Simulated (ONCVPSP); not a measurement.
Potentials for Mg (Z = 12) compared

Generated with ld1.x 7.5 (TM, RRKJ, ultrasoft, PAW), atompaw 4.2 or ONCVPSP 4.0.1. The cutoff is in Ry: for ld1.x and atompaw files where the sum of valence levels is converged to 10 mRy in a Bessel basis, for ONCV files where the hardest occupied wave has 1 mHa per electron of residual kinetic energy. The error is the largest all-electron minus pseudo excitation energy over each file’s own four to seven test configurations (ionisations up to +4, promotions, holes and added fractions of an electron), all of which were solved. The labels leave out finer settings (local radius, basis sizes, second energies), which also bear on the numbers. Spin-polarised tests are not counted. The rows are a selection from randomly drawn settings: files with unsolved tests, undetermined cutoffs or missed reference levels are left out.

| potential | cutoff (Ry) | largest error (meV) | bound ghosts |
| --- | --- | --- | --- |
| ONCV, LDA (Perdew-Zunger), scalar-relativistic, rc 1.00/1.25/1.20 (spd), local smoothed, core correction yes, reference 2s2 2p6 3s2, qcut 11.3/11.7/7.5, projectors 2/2/2 | 103 | -1.6 | none |
| ONCV, PBEsol, scalar-relativistic, rc 1.15/1.20/1.30 (spd), local smoothed, core correction no, reference 2s2 2p6 3s1 3p1, qcut 8.6/9.8/8.4, projectors 2/2/1 | 89 | -0.7 | none |
| ONCV, PBE, scalar-relativistic, rc 1.45/1.55/1.25 (spd), local d, core correction yes, reference 2s2 2p6 3s1 3p1, qcut 10.5/7/9, projectors 2/2/0 | 79 | -5.5 | none |
| ONCV, PBEsol, scalar-relativistic, rc 1.30/1.05/1.25 (spd), local smoothed, core correction yes, reference 2s2 2p6 3s2, qcut 7.8/10.4/6.9, projectors 2/2/1 | 100 | -2.3 | none |
| ONCV, PBE, scalar-relativistic, rc 1.30/1.25 (sp), local smoothed, core correction no, reference 2s2 2p6 3s1.5, qcut 8.1/13, projectors 2/1 | 124 | -98 | none |

Question: Fill in the row for Mg: ONCV, PBEsol, scalar-relativistic, rc 1.25/0.80/1.15 (spd), local smoothed, core correction no, reference 2s2 2p6 3s2, qcut 8.1/21.5/7.7, projectors 3/1/2.

Answer: cutoff 282 Ry, largest error -2.9 meV, bound ghosts: none.
